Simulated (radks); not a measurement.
Excited configurations of Cu: one electron is placed in a higher orbital outside [Ar] 3d10. The ground configuration is [Ar] 3d10 4s1. Method: scalar-relativistic Kohn-Sham, PBE, spin-unpolarised, spherical densities, finite nucleus; Fermi nuclear charge, rms radius 3.8823 fm; computed with a radial shooting solver on a logarithmic mesh with Libxc functionals. Excitation = E - E(ground); binding = E(ion) - E, where the ion is the core of charge +1; n* = 1/sqrt(2 binding) in atomic units, and the quantum defect is n - n*.

outer orbital  excitation (eV)  binding (eV)     n*  quantum defect  eigenvalue (eV)  <r> (bohr)
4d                       6.577         1.571  2.943           1.057           -0.717       10.29
4f                       7.240         0.908  3.871           0.129           -0.436       17.49
5d                       7.166         0.982  3.721           1.279           -0.554       19.43
6d                       7.487         0.661  4.535           1.465           -0.409       31.06
6f                       7.698         0.450  5.498           0.502           -0.285       44.54

Estimate the row for 7s.

Answer. excitation (eV) 7.313; binding (eV) 0.836; n* 4.035; quantum defect 2.965; eigenvalue (eV) -0.539; <r> (bohr) 26.55. The Delta-SCF ionisation energy is 8.148 eV (NIST Atomic Spectra Database: 7.726 eV, measured). Self-interaction in the functional shifts the binding energies and quantum defects, so they are the method's values and not measured ones. Spin polarisation and multiplet splitting are left out, so open shells lie too high by an amount that depends on their filling.

Beside tabulated values, note that spin-unpolarised runs miss the spin-polarisation part of the exchange energy of open shells.
